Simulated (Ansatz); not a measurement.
Consider the substitution at a C–Al bond: `C/C(Cl)=[CH]\[AlH2]` + H–F → `C/C(Cl)=C/F` + `[AlH3]`.

Gas-phase electronic energies from Ansatz, PBE0-D4/def2-TZVP geometries. CCSD(T)/CBS adds triple-zeta CCSD(T) − MP2 to the extrapolated MP2 energy (def2 sets, frozen cores). This one scheme is used for every species. Double bonds are as drawn, so ΔE can hold a change between cis and trans. Functionals use def2-TZVPP. B3LYP here is the variant with VWN-RPA as its local correlation; programs differ in this.

`C/C(Cl)=[CH]\[AlH2]`:

```xyz
11

C     1.111    0.800   -0.665
C    -0.213    0.971   -0.009
Cl   -0.701    2.652    0.038
C    -1.005    0.030    0.510
Al   -0.628   -1.866    0.547
H     1.875    1.370   -0.129
H     1.401   -0.251   -0.689
H     1.081    1.187   -1.686
H    -1.938    0.385    0.944
H    -1.691   -2.831    1.219
H     0.710   -2.447   -0.080
```

H–F:

```xyz
2

F    -0.088    0.308   -0.330
H     0.088   -0.308    0.330
```

`C/C(Cl)=C/F`:

Z-matrix (Å, degrees):
```
C
C 1 1.485
H 1 1.093 2 110.7
H 1 1.092 2 110.5 3 -120.3
H 1 1.093 2 110.7 3 119.3
Cl 2 1.723 1 116.4 3 -59.7
C 2 1.324 1 123.5 3 120.3
F 7 1.329 2 123.3 1 180.0
H 7 1.083 2 123.0 1 0.0
```

`[AlH3]`:

Z-matrix (Å, degrees):
```
Al
H 1 1.586
H 1 1.586 2 120.0
H 1 1.586 2 120.0 3 -179.9
```

(1) Is it downhill or uphill in electronic energy at CCSD(T)/CBS, and by how much? (Estimate.)

(2) What do these levels give: PBE-D4, PBE0-D4, B3LYP-D4, ωB97X-V, ωB97M-V, HF/def2-TZVPP, SCS-MP2/def2-TZVPP, CCSD(T)/def2-TZVPP, HF/def2-QZVPP, MP2/def2-QZVPP, SCS-MP2/def2-QZVPP, MP2/CBS(def2)? (An estimate is asked.)

Largest T1 diagnostic among the species: 0.011.

Answers

(1) Ansatz gave: Uphill: ΔE = +114.7 kJ/mol.

(2) The calculation gave: PBE-D4 100.9, PBE0-D4 103.5, B3LYP-D4 99.4, ωB97X-V 93.0, ωB97M-V 99.8, HF/def2-TZVPP 83.8, SCS-MP2/def2-TZVPP 110.1, CCSD(T)/def2-TZVPP 108.4, HF/def2-QZVPP 83.6, MP2/def2-QZVPP 125.9, SCS-MP2/def2-QZVPP 113.9, MP2/CBS(def2) 128.6 kJ/mol.

From PBE to PBE0 (25 % exact exchange), in def2-TZVPP and without D4, ΔE moves by +3.1 kJ/mol. In def2-TZVPP, CCSD(T) changes the Hartree–Fock value by +24.6 kJ/mol (the triples alone add +3.5 kJ/mol) and MP2 by +38.5 kJ/mol.
